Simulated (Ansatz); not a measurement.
A made-up structure of Al$_{2}$H$_{2}$F$_{2}$, singlet:

```
6
angstrom
F 1.0248 -0.2092 1.8553
Al 0.5375 -0.6127 0.3543
F 0.7939 -1.8641 -0.6564
Al -0.5595 0.6379 -0.3689
H -1.0136 0.2108 -1.8239
H -0.7831 1.8374 0.6396
```

It is relaxed with PBE-D4/def2-SVP and then PBE0-D4/def2-TZVP (Ansatz 0.2.0). Atoms count as bonded within 1.22 times the sum of their covalent radii (H–H: 0.88 Å). The end point is not checked to be a true minimum.

Problem. Does its bonding change? (Judge from chemistry; the calculation decides.)

Solution. Computed: No: no bond forms or breaks.

Where it ends: The first stage lowers the energy by 5.17 eV in 7 steps. It ends as Al₂H₂F₂ ([F][Al]([F])[AlH2]):
```json
{"atom": "F1", "x (Å)": "1.4001", "y (Å)": "-0.7108", "z (Å)": "2.0175"}
{"atom": "Al2", "x (Å)": "0.7652", "y (Å)": "-0.8729", "z (Å)": "0.5047"}
{"atom": "F3", "x (Å)": "1.1888", "y (Å)": "-2.2420", "z (Å)": "-0.3099"}
{"atom": "Al4", "x (Å)": "-0.7968", "y (Å)": "0.9090", "z (Å)": "-0.5257"}
{"atom": "H5", "x (Å)": "-1.3867", "y (Å)": "0.7041", "z (Å)": "-1.9838"}
{"atom": "H6", "x (Å)": "-1.1706", "y (Å)": "2.2125", "z (Å)": "0.2972"}
```

Labels in which every atom is bracketed show which atoms are joined, not bond orders.

For scale, one of the runs: PBE0-D4/def2-TZVP relaxation, 148 basis functions, launched by `ansatz run in.yaml --threads 2 --pin off --events-out ev --progress --plain --max-ram 4352MiB`. Hardware: 2 CPU threads of an Arm Neoverse V2, shared host. Wall time about 13 s.
